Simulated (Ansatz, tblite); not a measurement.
Cost and result up the ladder for Au3⁻ (3 atoms). Charge -1, multiplicity 1. Geometry: PBE0-D4/def2-TZVPD.

Cartesian coordinates in Å:
```
Au 0.000 0.000 0.000
Au -2.206 -0.447 1.276
Au 2.206 0.447 -1.276
```

Ansatz on 4 threads of Arm Neoverse V2 on a shared host; xTB runs through tblite on one thread. Times are rough, summed over both states, and most runs start from the orbitals of an earlier one. ωB97M-V/def2-TZVPD serves as the yardstick here, not as an exact answer. The other state is a triplet at its own geometry, which has other bonds, so the gap mixes isomer and spin.

In the def2 sets Au takes a core potential; there is no spin–orbit coupling. The xTB rows come from tblite. Correlated methods freeze no core orbitals; core or outer-core shells of Au are correlated, in sets that lack core-valence functions. The structure comes from a short search, and lower isomers may exist.

Run but left out: HF/def2-TZVPD (singlet: restricted singlet, unstable towards broken spin symmetry); B2PLYP/def2-TZVPD (singlet: restricted singlet, unstable in another Hartree–Fock run and untested here).

Correlated methods converge slowly with the basis.

xTB has no spin-polarisation term.

| level | functions | wall time | triplet − singlet (eV) | difference from ωB97M-V/def2-TZVPD (eV) |
| --- | --- | --- | --- | --- |
| GFN1-xTB | 27 | 0.004 s | 1.05 | -0.04 |
| GFN2-xTB | 27 | 0.004 s | 2.97 | 1.89 |
| revPBE-D4/def2-TZVPD | 129 | 3.2 s | 1.17 | 0.08 |
| PBE-D4/def2-TZVPD | 129 | 3.6 s | 1.17 | 0.09 |
| PBE0-D4/def2-TZVPD (with forces) | 129 | 6.6 s | 1.09 | 0.00 |
| RPA@PBE/def2-TZVPD | 129 | 7.7 s | 1.18 | 0.10 |
| r2SCAN-D4/def2-TZVPD | 129 | 8.7 s | 1.02 | -0.06 |
| ωB97X-V/def2-TZVPD | 129 | 13 s | 1.10 | 0.02 |
| ωB97M-V/def2-TZVPD | 129 | 18 s | 1.09 | 0.00 |
